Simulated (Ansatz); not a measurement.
In2P, relaxed as a doublet with UKS r2SCAN-D4/def2-TZVP in Ansatz, starting from the GFN2-xTB geometry. Force threshold 0.02 eV/Å.

In the def2 sets In takes a core potential; there is no spin–orbit coupling. The structure comes from a short search, and lower isomers may exist.

Start:

Cartesian coordinates in Å:
```
In 0.4726 1.7459 1.7947
In -0.5194 -1.7391 -1.7884
P 0.0468 -0.0068 -0.0062
```

```csv
step,energy (eV),largest force component (eV/Å),SCF passes
1,-19640.2633,0.060,224
2,-19640.2642,0.010,73
3,-19640.2645,0.012,64
4,-19640.2671,0.022,71
5,-19640.2794,0.043,28
6,-19640.2952,0.179,29
7,-19640.3220,0.210,28
8,-19640.3392,0.099,22
9,-19640.3485,0.049,29
10,-19640.3490,0.002,25
```

Force components are those of the run's own axes.

End:

```xyz
3

In   -0.007    1.568    1.606
In   -0.864   -1.441   -1.488
P     0.871   -0.127   -0.117
```

By distances, no bond broke or formed. The bond that changes most is In1–P3, from 2.55 to 2.57 Å (atoms count from 1).

The force fell under the threshold at step 2, but the optimiser went on and released 0.085 eV more. No frequencies were taken in this run, so the end may be a saddle point.

Run time 91 s (4 threads of Arm Neoverse V1 on a shared host).
